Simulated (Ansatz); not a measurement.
# What each rung costs, and what it gives

Saddle point of ZnH₄SeO, singlet (ZnH₂O ([OH][ZnH]) + H₂Se → ZnH₂SeO ([OH][Zn][SeH]) + H₂; bonds formed: H2–H4; dative contacts that become bonds: Zn1–Se5; bonds broken: Zn1–H2, H4–Se5), PBE0-D4/def2-TZVP structure:

| atom | x (Å) | y (Å) | z (Å) |
| --- | --- | --- | --- |
| Zn1 | 0.0449 | -0.4784 | 0.2504 |
| H2 | 0.2604 | 0.7007 | 1.4400 |
| O3 | 0.3394 | -2.1524 | -0.2996 |
| H4 | -0.3525 | 1.2559 | 0.6565 |
| Se5 | -1.2099 | 1.4761 | -0.8745 |
| H6 | 0.8531 | -2.6810 | 0.3142 |
| H7 | 0.0647 | 1.8791 | -1.4870 |

Barriers are electronic and count from the start structure reached by relaxing down the imaginary mode.

Program: Ansatz 0.2.0. Basis: as named in each row. Cores are frozen in the correlated methods. The 3s and 3p shells of Cu and Zn are frozen; filled d shells are correlated. The def2 sets are not built for correlating such inner shells, so the correlated values are less sure here. B3LYP uses VWN-RPA correlation. Extrapolation: Hartree–Fock as exp(−7.88 √X), correlation as X^−2.97.

Times are rough, for one single point on 4 threads of a shared host (Arm Neoverse V1).

The estimate by CCSD(T) at an estimated basis limit (MP2 extrapolated from triple and quadruple zeta, plus CCSD(T) − MP2 in triple zeta) is 98.7 kJ/mol.

| method | basis | time (s) | barrier (kJ/mol) | method less estimate |
| --- | --- | --- | --- | --- |
| SPW92 | def2-SVP | under 1 | 62.8 | -35.9 |
| HF | STO-3G | under 1 | 74.0 | -24.8 |
| PBE-D4 | def2-SVP | under 1 | 73.3 | -25.4 |
| B3LYP-D4 | 6-31G | 1 | 102.0 | 3.3 |
| PBE0-D4 | def2-SVP | 1 | 85.7 | -13.0 |
| SPW92 | def2-TZVPP | 2 | 68.2 | -30.6 |
| PBE-D4 | def2-TZVPP | 2 | 77.6 | -21.1 |
| BLYP-D4 | def2-TZVPP | 3 | 92.1 | -6.6 |
| PBE-D4 | STO-3G | 4 | 48.7 | -50.1 |
| PBE0-D4 | def2-TZVPP | 4 | 87.1 | -11.6 |
| BHLYP-D4 | def2-TZVPP | 4 | 110.9 | 12.2 |
| B3LYP-D4 | def2-TZVPP | 4 | 98.9 | 0.2 |
| CAM-B3LYP-D4 | def2-TZVPP | 4 | 108.1 | 9.3 |
| CCSD(T) | def2-SVP | 4 | 108.9 | 10.2 |
| r2SCAN-D4 | def2-TZVPP | 4 | 83.2 | -15.6 |
| RPA on PBE | def2-TZVPP | 5 | 105.6 | 6.9 |
| wB97M-V | def2-SVP | 5 | 104.7 | 5.9 |
| r2SCAN0-D4 | def2-TZVPP | 6 | 90.6 | -8.1 |
| B2PLYP | def2-TZVPP | 6 | 101.1 | 2.4 |
| PBE-QIDH | def2-TZVPP | 8 | 95.8 | -3.0 |
| B97M-V | def2-TZVPP | 8 | 97.2 | -1.6 |
| wB97X-V | def2-TZVPP | 8 | 108.3 | 9.6 |
| wB97M-V | def2-TZVPP | 10 | 108.1 | 9.4 |
| MP2 | def2-QZVPP | 16 | 97.7 | -1.0 |
| CCSD(T) | def2-TZVPP | 99 | 104.5 | 5.8 |

All methods are single points on the PBE0-D4 structures.

The T1 diagnostic stays at or below 0.015.

Exchanges of this kind with a chalcogen hydride build sulfide and selenide films.

Labels in which every atom is bracketed show which atoms are joined, not bond orders.
